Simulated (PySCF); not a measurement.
Magnetisability: SMILES C[C@@H]1CCO[SiH2][SiH2]1, C$_{4}$H$_{12}$OSi$_{2}$

Molfile (atoms numbered from 1):
```
C4H12OSi2
     RDKit          3D

 19 19  0  0  0  0  0  0  0  0999 V2000
   -2.3049   -0.4631   -0.2495 C   0  0  0  0  0  0  0  0  0  0  0  0
   -0.8606   -0.3038    0.2191 C   0  0  2  0  0  0  0  0  0  0  0  0
   -0.4265    1.1610    0.0891 C   0  0  0  0  0  0  0  0  0  0  0  0
    0.8809    1.4983    0.8088 C   0  0  0  0  0  0  0  0  0  0  0  0
    2.0251    1.0110    0.1711 O   0  0  0  0  0  0  0  0  0  0  0  0
    2.3871   -0.5422   -0.1601 Si  0  0  0  0  0  4  0  0  0  0  0  0
    0.3514   -1.4673   -0.7212 Si  0  0  0  0  0  4  0  0  0  0  0  0
   -2.9799    0.1579    0.3399 H   0  0  0  0  0  0  0  0  0  0  0  0
   -2.6236   -1.4987   -0.1555 H   0  0  0  0  0  0  0  0  0  0  0  0
   -2.4006   -0.1720   -1.2933 H   0  0  0  0  0  0  0  0  0  0  0  0
   -0.8312   -0.5598    1.2859 H   0  0  0  0  0  0  0  0  0  0  0  0
   -1.2032    1.8056    0.5127 H   0  0  0  0  0  0  0  0  0  0  0  0
   -0.3188    1.4246   -0.9661 H   0  0  0  0  0  0  0  0  0  0  0  0
    0.9985    2.5871    0.8543 H   0  0  0  0  0  0  0  0  0  0  0  0
    0.8405    1.1187    1.8386 H   0  0  0  0  0  0  0  0  0  0  0  0
    3.4109   -0.3329   -1.1766 H   0  0  0  0  0  0  0  0  0  0  0  0
    3.0015   -1.1691    1.0247 H   0  0  0  0  0  0  0  0  0  0  0  0
    0.0614   -2.8406   -0.2833 H   0  0  0  0  0  0  0  0  0  0  0  0
   -0.0179   -1.4055   -2.1457 H   0  0  0  0  0  0  0  0  0  0  0  0
  1  2  1  0
  2  3  1  0
  3  4  1  0
  4  5  1  0
  5  6  1  0
  6  7  1  0
  7  2  1  0
  1  8  1  0
  1  9  1  0
  1 10  1  0
  2 11  1  1
  3 12  1  0
  3 13  1  0
  4 14  1  0
  4 15  1  0
  6 16  1  0
  6 17  1  0
  7 18  1  0
  7 19  1  0
M  END
```

Theory: GIAO HF/pcSseg-1 magnetisability, rotational g tensor and spin-rotation constants, non-relativistic, gas phase (PySCF). Geometry: GFN2-xTB.

Task: What are the magnetisability and the molar susceptibility?

Result: Isotropic -1422 × 10⁻³⁰ J/T², or -85.6 × 10⁻⁶ cm³/mol; principal values -1529, -1411, -1324 × 10⁻³⁰ J/T², anisotropy 178 × 10⁻³⁰ J/T² (root of half the summed squared differences of the principal values). The susceptibility is in cgs units.

Task: Split it along the inertial axes a, b, c into diamagnetic and paramagnetic parts about the centre of mass, with the quadrupole moment.

Result: 
| axis | χ (10⁻⁶ cm³/mol) | diamagnetic (10⁻⁶ cm³/mol) | paramagnetic (10⁻⁶ cm³/mol) | summed x² of all electrons (Å²) | quadrupole Θ (D Å) |
| --- | --- | --- | --- | --- | --- |
| a | -86.4 | -610.7 | 524.3 | 199.8 | -5.11 |
| b | -90.7 | -966.6 | 876.0 | 115.9 | +4.57 |
| c | -79.8 | -1339.1 | 1259.3 | 28.1 | +0.54 |

Anisotropies 2χaa − χbb − χcc = -2.3 and 2χbb − χaa − χcc = -15.2 × 10⁻⁶ cm³/mol. Θ is traceless in Buckingham's convention.

Task: And the rotational g tensor?

Result: 
```tsv
axis	rotational constant (GHz)	g	nuclear part	electronic part
a	2.6113	-0.0268	0.6164	-0.6432
b	1.4970	-0.0163	0.5998	-0.6161
c	1.0178	-0.0152	0.5870	-0.6021
```
Asymmetric top; isotopes 12C, 1H, 16O, 28Si; no vibrational averaging.
